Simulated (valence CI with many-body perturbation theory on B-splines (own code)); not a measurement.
Missing levels of As XX

Method: relativistic CI+MBPT: four valence electrons over a frozen Dirac-Fock core [Ne], radial functions for each j: 11 s, 11 p, 10 d, 8 f, 5 g, 2 h, with the one-electron correlation potential Σ1, the two-electron term Σ2, the three-electron term Σ3, Breit, model QED; selected CI, second order for the rest, scaled by the run's own slope (own B-spline code, finite nucleus).

No measured levels were compared; by estimate levels of excited configurations hold to 0.05 to 0.15 % of their energy, terms of the ground configuration to about 0.5 %. Among the levels kept, up to 840 cm⁻¹ of a level comes from second order outside the variational space, and about a tenth of that is noise between levels of different J, which matters for small intervals.

| Level | E (cm⁻¹) |
| --- | --- |
| 3s2 3p2 3P_0 | 0 |
| 3s2 3p2 3P_1 | 40987 |
| 3s2 3p2 3P_2 | 62112 |
| 3s2 3p2 1D_2 | 124640 |
| 3s2 3p2 1S_0 | 186700 |
| 3s 3p3 5S°_2 | 376510 |
| 3s 3p3 3D°_1 | ? |
| 3s 3p3 3D°_2 | ? |
| 3s 3p3 3D°_3 | ? |
| 3s 3p3 3P°_0 | 548630 |
| 3s 3p3 3P°_1 | 553730 |
| 3s 3p3 3P°_2 | 555310 |
| 3s 3p3 1D°_2 | ? |
| 3s 3p3 3S°_1 | 657110 |
| 3s2 3p 3d 3F°_2 | ? |
| 3s2 3p 3d 3F°_3 | ? |
| 3s 3p3 1P°_1 | 722010 |
| 3s2 3p 3d 3F°_4 | 724820 |
| 3s2 3p 3d 3P°_2 [a] | 744460 |
| 3s2 3p 3d 3D°_1 | 756470 |

Names give the largest LS component (configuration and term), which can be under half, so a name can repeat, a term be missing and a line seem to break the LS rules; names also repeat where a configuration has a term twice. Letters in brackets count levels of one name in rising energy.

(1) The levels stand in rising order. What does the calculation give for the missing energies?

## Answers

(1) 3s 3p3 3D°_1 474660; 3s 3p3 3D°_2 477590; 3s 3p3 3D°_3 493680; 3s 3p3 1D°_2 604700; 3s2 3p 3d 3F°_2 665070; 3s2 3p 3d 3F°_3 686410.
